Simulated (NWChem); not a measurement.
# CF2I cation

Program: NWChem. Geometry: optimised at PBE0/def2-SVP. def2 effective core potentials on I; no spin-orbit coupling. Hybrids' shares of exact exchange are those that their runs print; pure functionals count as 0. The functionals differ in more than this share.

```
row              share of exact exchange  highest occupied level (eV)
---------------  -----------------------  ---------------------------
PBE/def2-SVP                        0.00                       -13.48
PW91/def2-SVP                       0.00                       -13.53
TPSSh/def2-SVP                      0.10                       -14.11
B3LYP/def2-SVP                      0.20                       -14.49
B97-2/def2-SVP                      0.21                       -14.52
PW6B95/def2-SVP                     0.28                     withheld
```

Question: Fit a straight line of the last column on the one before it, predict the withheld value, and compare with the run.

Answer: 
1. Means of the 5 shown rows: x = 0.102, y = -14.026. Slope Σ(x − x̄)(y − ȳ)/Σ(x − x̄)² = -0.2049/0.04208 = -4.870; intercept -13.529.
2. The shown rows scatter about the line by 0.050 (root mean square); the largest residual is -0.09, at TPSSh/def2-SVP.
3. At x = 0.28 (PW6B95/def2-SVP; beyond the shown range) the line gives -14.89.
4. The run gives -14.84, +0.05 from the line, 1.0 times the scatter.
